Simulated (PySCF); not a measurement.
## `CCCCS(C)(=O)=O`, C5H12O2S

Molfile (atoms numbered from 1):
```
C5H12O2S
     RDKit          3D

 20 19  0  0  0  0  0  0  0  0999 V2000
   -3.0351   -0.1508   -0.4882 C   0  0  0  0  0  0  0  0  0  0  0  0
   -1.6200   -0.5678   -0.1079 C   0  0  0  0  0  0  0  0  0  0  0  0
   -0.8201    0.6079    0.4494 C   0  0  0  0  0  0  0  0  0  0  0  0
    0.6101    0.2174    0.7692 C   0  0  0  0  0  0  0  0  0  0  0  0
    1.5191   -0.0580   -0.7899 S   0  0  0  0  0  6  0  0  0  0  0  0
    3.2657    0.0081   -0.2804 C   0  0  0  0  0  0  0  0  0  0  0  0
    1.2592   -1.3823   -1.2851 O   0  0  0  0  0  0  0  0  0  0  0  0
    1.2660    1.0459   -1.6741 O   0  0  0  0  0  0  0  0  0  0  0  0
   -3.5557    0.2704    0.3699 H   0  0  0  0  0  0  0  0  0  0  0  0
   -3.0108    0.5977   -1.2763 H   0  0  0  0  0  0  0  0  0  0  0  0
   -3.6004   -1.0075   -0.8460 H   0  0  0  0  0  0  0  0  0  0  0  0
   -1.1056   -0.9633   -0.9836 H   0  0  0  0  0  0  0  0  0  0  0  0
   -1.6624   -1.3617    0.6421 H   0  0  0  0  0  0  0  0  0  0  0  0
   -1.3083    0.9926    1.3496 H   0  0  0  0  0  0  0  0  0  0  0  0
   -0.7893    1.4102   -0.2908 H   0  0  0  0  0  0  0  0  0  0  0  0
    0.6704   -0.7098    1.3317 H   0  0  0  0  0  0  0  0  0  0  0  0
    1.1412    1.0154    1.2816 H   0  0  0  0  0  0  0  0  0  0  0  0
    3.4962    1.0190    0.0280 H   0  0  0  0  0  0  0  0  0  0  0  0
    3.4091   -0.7001    0.5250 H   0  0  0  0  0  0  0  0  0  0  0  0
    3.8658   -0.2724   -1.1370 H   0  0  0  0  0  0  0  0  0  0  0  0
  1  2  1  0
  2  3  1  0
  3  4  1  0
  4  5  1  0
  5  6  1  0
  5  7  2  0
  5  8  2  0
  1  9  1  0
  1 10  1  0
  1 11  1  0
  2 12  1  0
  2 13  1  0
  3 14  1  0
  3 15  1  0
  4 16  1  0
  4 17  1  0
  6 18  1  0
  6 19  1  0
  6 20  1  0
M  END
```

Theory: GIAO B3LYP/pcSseg-1 magnetisability, rotational g tensor and spin-rotation constants, non-relativistic, gas phase in PySCF. Geometry: GFN2-xTB.

Problem. Give the nuclear spin-rotation constants along the inertial axes (H = +C I·J) beside the isotropic shieldings.

Solution. Rotational constants 3.5430, 0.9626, 0.9293 GHz. A star marks the isotopologue with that one atom substituted, in its own axes.
| atom | isotope | Caa (kHz) | Cbb (kHz) | Ccc (kHz) | mean (kHz) | σ (ppm) |
| --- | --- | --- | --- | --- | --- | --- |
| H9 | 1H | -0.226 | -0.020 | -0.111 | -0.119 | 31.0 |
| H10 | 1H | -0.381 | -0.104 | 0.015 | -0.157 | 30.8 |
| H11 | 1H | -0.277 | -0.031 | -0.078 | -0.129 | 30.5 |
| H12 | 1H | -0.187 | -0.008 | -0.103 | -0.099 | 29.4 |
| H13 | 1H | -0.369 | -0.108 | 0.018 | -0.153 | 30.7 |
| H14 | 1H | -0.216 | -0.017 | -0.110 | -0.114 | 30.3 |
| H15 | 1H | -0.342 | -0.109 | 0.028 | -0.141 | 29.5 |
| H16 | 1H | -0.398 | -0.120 | 0.046 | -0.157 | 29.2 |
| H17 | 1H | -0.318 | 0.016 | -0.105 | -0.136 | 29.2 |
| H18 | 1H | -0.347 | -0.026 | -0.065 | -0.146 | 29.5 |
| H19 | 1H | -0.374 | -0.109 | 0.025 | -0.153 | 29.3 |
| H20 | 1H | -0.089 | -0.032 | -0.118 | -0.080 | 29.0 |
| C1 | 13C* | 0.492 | 0.145 | 0.141 | 0.260 | 164.5 |
| C2 | 13C* | 0.603 | 0.163 | 0.145 | 0.304 | 153.5 |
| C3 | 13C* | 0.589 | 0.148 | 0.164 | 0.300 | 153.3 |
| C4 | 13C* | 0.771 | 0.202 | 0.210 | 0.394 | 118.3 |
| S5 | 33S* | 1.666 | 0.384 | 0.314 | 0.788 | 186.1 |
| C6 | 13C* | 0.543 | 0.204 | 0.208 | 0.318 | 131.9 |
| O7 | 17O* | -0.880 | -0.269 | -0.176 | -0.442 | 105.4 |

For the geometry as given, no vibrational averaging.

Problem. How do the rotational constants and the g tensor change when H9, H10, H11, H12, H13, H14, H15, H16, H17, H18, H19, H20 are replaced by deuterium?

Solution. Constants 2.9998, 0.8138, 0.7826 GHz; g -0.0270, -0.0058, -0.0060, against -0.0314, -0.0067, -0.0071 before.
